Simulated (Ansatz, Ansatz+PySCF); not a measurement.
| atom | x (Å) | y (Å) | z (Å) |
| --- | --- | --- | --- |
| C | -0.0537 | -0.4949 | -0.0603 |
| O | -0.0501 | -0.4980 | 1.1670 |
| N | 0.0287 | 0.6800 | -0.9362 |
| H | 0.0855 | -1.3254 | -0.7067 |
| H | 0.0304 | 0.5454 | -1.8422 |
| H | -0.1136 | 1.6203 | -0.3710 |

Basis set: def2-SVP (spherical functions). Correlated methods keep 3 orbitals frozen. Charge 0, multiplicity 1.

Computed with Ansatz (development build ahead of 0.2.0); each method stands on the lowest determinant of its kind that the runs found. Restricted open shells among the atoms or ions are ROHF, correlated in semicanonical orbitals with singles.

Task: Give the atomization energy at this shape (free ground-state atoms in the same class of orbitals less the molecule, no zero-point energy) of singlet CH₃NO by RHF-MP2, RHF.

Result:

```tsv
method	atomization energy
RHF-MP2	2197.2 kJ/mol
RHF	1527.1 kJ/mol
```

Caution: no unrestricted run beside it, a lower state can exist; the shape is not the minimum.
